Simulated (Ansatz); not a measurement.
# Abstraction of Cl: NbCl5 + SiH2(CH3)(SiH2) → NbCl4 + CH7ClSi2

Species: NbCl5 (niobium pentachloride) `[Cl][Nb]([Cl])([Cl])([Cl])[Cl]`, singlet; SiH2(CH3)(SiH2), doublet; NbCl4 `[Cl][Nb]([Cl])([Cl])[Cl]`, doublet; CH7ClSi2 `C[SiH2][SiH2]Cl`, singlet. A radical takes Cl: the energy is the difference in strength between the Nb–Cl bond broken and the Si–Cl bond made.

Shapes, held fixed at every level: PBE0-D4/def2-TZVP. Flexible molecules stand in one conformer, not always the lowest. Programs: Ansatz 0.2.0. Electronic energies: no zero-point or thermal term.

Task: Estimate ΔE of this reaction.

Result: The highest level, CCSD(T)/def2-TZVPP, gives ΔE = -158.7 kJ/mol; the levels span -264.8 to -123.0. The column of differences is taken from that level and isn't an error. No measured value is set beside it here. Open shells run unrestricted. For atoms past krypton def2 sets carry core potentials with scalar relativity. Outer-core shells of Nb are correlated, in sets that cover them unevenly.

```json
{"level": "MP2/def2-TZVPP", "kind": "perturbation theory", "ΔE (kJ/mol)": "-123.0", "less CCSD(T)/def2-TZVPP": "+35.7"}
{"level": "HF/def2-TZVPP", "kind": "Hartree–Fock", "ΔE (kJ/mol)": "-264.8", "less CCSD(T)/def2-TZVPP": "-106.1"}
{"level": "r2SCAN-D4/def2-TZVPP", "kind": "meta-GGA", "ΔE (kJ/mol)": "-123.4", "less CCSD(T)/def2-TZVPP": "+35.3"}
{"level": "PBE0-D4/def2-TZVPP", "kind": "global hybrid", "ΔE (kJ/mol)": "-154.7", "less CCSD(T)/def2-TZVPP": "+4.0"}
{"level": "B2PLYP/def2-TZVPP", "kind": "double hybrid", "ΔE (kJ/mol)": "-149.7", "less CCSD(T)/def2-TZVPP": "+9.0"}
{"level": "CCSD/def2-TZVPP", "kind": "coupled cluster or CI", "ΔE (kJ/mol)": "-189.3", "less CCSD(T)/def2-TZVPP": "-30.6"}
{"level": "CCSD(T)/def2-TZVPP", "kind": "coupled cluster or CI", "ΔE (kJ/mol)": "-158.7", "less CCSD(T)/def2-TZVPP": "0.0"}
```
